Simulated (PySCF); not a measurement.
**Two-component Hartree-Fock for P (phosphorus, neutral)**

Start: [Ne] 3s1 3p3 4s1; 3s1/2 filled at m_j = +1/2; 3p3/2 filled at m_j = -1/2, +1/2, +3/2; 4s1/2 filled at m_j = +1/2. Calculated with PySCF 2.14 in x2c-TZVPall-2c with one added diffuse shell each of s, p type (6s7p2d1f, 44 functions): generalised Hartree-Fock with the X2C-1e Hamiltonian and a Gaussian nucleus; one run each with spin-orbit coupling (SO) switched off, then screened by Boettger's factors. This is a chosen level, not necessarily the ground level.

```tsv
spinor shell	electrons	ε, spin-free (eV)	ε, screened SO (eV)	weight of nominal j (screened SO)	rms radius, screened SO (bohr)
1s1/2	2	-2187.9	-2187.9	1.000	0.120
2s1/2	2	-211.06	-211.06	1.000	0.561
2p1/2	2	-152.87	-154.06	0.722	0.538
2p3/2	4	-152.87	-152.27	0.861	0.540
3s1/2	1	-28.896	-28.896	1.000	1.94
3p3/2	3	-15.674	-15.674	0.664	2.29
4s1/2	1	-3.111	-3.111	1.000	5.34
```

```csv
quantity,spin-free,screened SO
E (hartree),-341.12916,-341.12960
M_J,5/2,5/2
⟨J²⟩,8.750,8.750
⟨L²⟩,0.000,0.000
⟨S²⟩,8.750,8.750
```

Each row is a mean over spinors that exchange with the open shell spreads, by up to 1.827 eV (2p3/2).

Rows whose weight is well below 1 are mixtures of j = l ± 1/2: exchange outweighs spin-orbit coupling there, and the label is only the starting occupation.

Without spin-orbit coupling the j labels of p, d and f shells carry no meaning; the spin-free column gives the mean over the occupied spinors of each nl shell.
